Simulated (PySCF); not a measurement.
## Ir: ionisation energy

Ir [Xe] 4f14 5d7 6s2 [5d3/2^4 5d5/2^3, M_J = 9/2] → Ir⁺ [Xe] 4f14 5d7 6s1 [5d3/2^4 5d5/2^3 6s1/2^1, M_J = 5], as a difference of total energies. All numbers are calculated (PySCF 2.14, the two-component X2C-1e Hamiltonian, in x2c-TZVPall-2c with one added diffuse shell each of s, p, d type (12s12p11d2f, 117 functions)). Correlated levels: [Kr] 4d10 4f14 frozen; the 34 highest virtual spinors dropped. "Screened" scales the spin-orbit matrix elements by Boettger's factors to mimic the two-electron term; Breit and QED terms are absent.

```
                    method  ionisation energy (eV)
           GHF (spin-free)                   7.068
          GMP2 (spin-free)                   8.643
 GHF (screened spin-orbit)                   7.067
GMP2 (screened spin-orbit)                   8.663
```

Task: How much does correlation contribute at GMP2 (screened spin-orbit)?

Result: 8.663 − (7.067) = 1.596 eV, measured against GHF (screened spin-orbit).

The spin-free rows relax to the high-spin LS determinant and lack the spin-orbit shift.

Errors of the correlated levels include the incompleteness of this basis and the frozen core.

The labels give the starting determinants; with spin-orbit coupling the two ends relaxed to ⟨J²⟩ = 24.77, ⟨L²⟩ = 13.03, ⟨S²⟩ = 3.60 and ⟨J²⟩ = 30.01, ⟨L²⟩ = 12.79, ⟨S²⟩ = 5.84.

MP2 underrates the near-degeneracy of ns² with np² in the lower species.

For comparison: 8.967 eV (measured; NIST Atomic Spectra Database, ionization energies).
